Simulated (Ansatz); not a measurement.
A single point on C$_{2}$H$_{3}$O$_{3}$Si (`[C]#C[Si](O)(O)O`) radical.

```yaml
crystal:
  periodic: [false, false, false]
  atoms:
    - {symbol: C, position_ang: [1.915464, -1.943839, 0.552311]}
    - {symbol: C, position_ang: [1.082821, -1.095826, 0.309871]}
    - {symbol: Si, position_ang: [-0.177953, 0.186731, -0.056298]}
    - {symbol: O, position_ang: [0.511387, 1.654868, -0.012521]}
    - {symbol: O, position_ang: [-0.802507, -0.070249, -1.531600]}
    - {symbol: O, position_ang: [-1.362622, 0.114733, 1.050038]}
    - {symbol: H, position_ang: [1.256531, 1.825922, -0.589970]}
    - {symbol: H, position_ang: [-1.206271, -0.919733, -1.714032]}
    - {symbol: H, position_ang: [-1.128348, 0.201293, 1.975001]}
basis:
  gaussian: {orbitals: def2-QZVPP}
magnetization: {spin_polarized: true, initial_magnetization: 1}
correlation: {method: mp2}
scf: {omitted_lower_state_checks: [cluster_reference]}
```

```sh
$ ansatz run in.yaml --threads 2 --pin off --events-out ev --progress --plain --max-ram 32768MiB --backend cuda --devices 0, --max-vram 18GiB
```

Output, abridged:

```
Functional definition: HF
2731 factors; integrals over basis functions are off by at most 1.1e-3 eV
mean field evaluation 1: about -16080.7199 eV, gradient 4.1e1 eV
mean field evaluation 2: about -16080.7227 eV, gradient 4.1e1 eV
mean field evaluation 4: about -16087.1383 eV, gradient 4.3e0 eV
mean field evaluation 8: about -16087.5883 eV, gradient 1.1e0 eV
mean field evaluation 16: about -16087.7686 eV, gradient 3.3e-6 eV
mean field -16087.76856336 eV, -591.2145900224 hartree, gradient 3.3e-6 eV, S^2 1.155846; 4 other end points of the search recorded, 0 dependent functions left out
10 core orbitals not correlated: weight in the atoms' cores, before any rotation towards them, 1.000 or more for the frozen orbitals, at most 0.000 for the correlated occupied ones
reference -16087.76856336 eV, -591.2145900224 hartree; 17, 16 occupied and 418, 419 virtual orbitals, 2731 factors
second order -31.10408390 eV of doubles, -0.00000000 eV of singles
Total energy: -16118.87264727 eV, -592.3576440228 hartree
Checks for a lower state left out: cluster_reference
```

Run time 15 s (2 threads of an AMD EPYC 7R13 on a shared host and a share of an NVIDIA H100 80 GB); peak host memory 0.97 GiB.
